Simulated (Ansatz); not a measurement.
CH7FOSi2 can be A, `OC(F)[SiH2][SiH3]`, or B, `C[SiH2][SiH](O)F`.

Program: Ansatz. Geometries: PBE0-D4/def2-TZVP. ΔE: electronic, gas phase. CBS: MP2 limit from def2 TZ/QZ plus the TZ coupled-cluster correction, frozen cores. DFT in def2-TZVPP. B3LYP here is the variant with VWN-RPA as its local correlation; programs differ in this. Each species was taken in one conformer, which may not be the lowest.

Q: Which isomer does CCSD(T)/CBS put lower? Give the gap. (Estimate.)

A: Ansatz gave: B, by 402.1 kJ/mol.

Q: Give E(B) − E(A) in kJ/mol with CCSD(T)/def2-TZVPP, B3LYP-D4, ωB97M-V, HF/def2-TZVPP, PBE0-D4, CCSD/def2-TZVPP, PBE-D4. (Best estimate.)

A: Computed: CCSD(T)/def2-TZVPP -393.7, B3LYP-D4 -387.2, ωB97M-V -390.3, HF/def2-TZVPP -402.3, PBE0-D4 -379.4, CCSD/def2-TZVPP -397.1, PBE-D4 -366.2. None reverses the order clearly.

Largest T1 diagnostic: 0.013.

From PBE to PBE0 (25 % exact exchange), in def2-TZVPP and without D4, E(B) − E(A) moves by −13.2 kJ/mol.
